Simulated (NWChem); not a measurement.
Species: CH$_{4}$OSi, singlet; SMILES [SiH]OC

```xyz
7

Si     0.0045     1.2375     0.0000
H     -1.5233     0.9278     0.0000
O      0.5242    -0.3401     0.0000
C     -0.1814    -1.5511     0.0000
H      0.0916    -2.1398    -0.8908
H      0.0916    -2.1398     0.8908
H     -1.2741    -1.3855     0.0000
```
Atoms are numbered in this order, from 1.

Level: PBE0/def2-SVP (NWChem), optimised geometry, unscaled harmonic frequencies. Low-valent species are run as closed-shell singlets; no triplet was tried in these runs.

```json
[
 {"frequency (cm⁻¹)": "154", "IR intensity (km/mol)": "2.7"},
 {"frequency (cm⁻¹)": "297", "IR intensity (km/mol)": "5.8"},
 {"frequency (cm⁻¹)": "373", "IR intensity (km/mol)": "5.4"},
 {"frequency (cm⁻¹)": "758", "IR intensity (km/mol)": "63.5"},
 {"frequency (cm⁻¹)": "886", "IR intensity (km/mol)": "96.7"},
 {"frequency (cm⁻¹)": "1167", "IR intensity (km/mol)": "111.0"},
 {"frequency (cm⁻¹)": "1177", "IR intensity (km/mol)": "3.0"},
 {"frequency (cm⁻¹)": "1204", "IR intensity (km/mol)": "131.4"},
 {"frequency (cm⁻¹)": "1458", "IR intensity (km/mol)": "15.0"},
 {"frequency (cm⁻¹)": "1467", "IR intensity (km/mol)": "3.8"},
 {"frequency (cm⁻¹)": "1472", "IR intensity (km/mol)": "6.4"},
 {"frequency (cm⁻¹)": "1921", "IR intensity (km/mol)": "359.2"},
 {"frequency (cm⁻¹)": "3022", "IR intensity (km/mol)": "50.4"},
 {"frequency (cm⁻¹)": "3121", "IR intensity (km/mol)": "21.3"},
 {"frequency (cm⁻¹)": "3137", "IR intensity (km/mol)": "20.8"}
]
```

```json
{
  "zero_point_energy": "30.9 kcal/mol",
  "thermal correction to the enthalpy at 298.15 K (with zero-point energy)": "34.3 kcal/mol",
  "heat capacity Cv": "13.2 cal/(mol K)",
  "entropy at 298.15 K and 1 atm (symmetry number 1)": "66.7 cal/(mol K)",
  "dipole_moment": "1.70 D"
}
```

Rigid rotor and harmonic oscillator.
